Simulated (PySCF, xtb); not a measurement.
Sb(iPr)2 (C6H14Sb), SMILES [CH](C)(C)[Sb][CH](C)C, multiplicity 2. The values are those of a single conformer.

Harmonic wavenumbers (cm⁻¹) from GFN2-xTB (xtb) at its own minimum, in rising order: 22, 52, 90, 211, 219, 225, 228, 229, 230, 257, 260, 389, 400, 472, 481, 932, 934, 941, 942, 984, 984, 1004, 1018, 1136, 1140, 1163, 1163, 1207, 1221, 1310, 1312, 1408, 1411, 1420, 1421, 1492, 1493, 1502, 1502, 1504, 1505, 1509, 1510, 2921, 2934, 2982, 2982, 2986, 2989, 3005, 3006, 3010, 3011, 3013, 3015, 3016, 3017.

**Question.** What does PBE0-D3(BJ)/def2-SVP run with PySCF give at its own minimum? (Estimate from the structure and the level; the computed values follow.)

**Answer.** 31, 55, 94, 208, 218, 227, 241, 243, 245, 270, 274, 378, 398, 486, 502, 906, 907, 920, 921, 971, 972, 976, 997, 1129, 1138, 1169, 1172, 1199, 1213, 1325, 1327, 1383, 1388, 1398, 1398, 1452, 1453, 1462, 1463, 1470, 1471, 1474, 1476, 3026, 3028, 3028, 3031, 3059, 3070, 3110, 3110, 3112, 3113, 3139, 3141, 3143, 3146. Paired by order, the mean absolute difference is 38 cm⁻¹ and the zero-point energies are 115.4 and 116.7 kcal/mol.
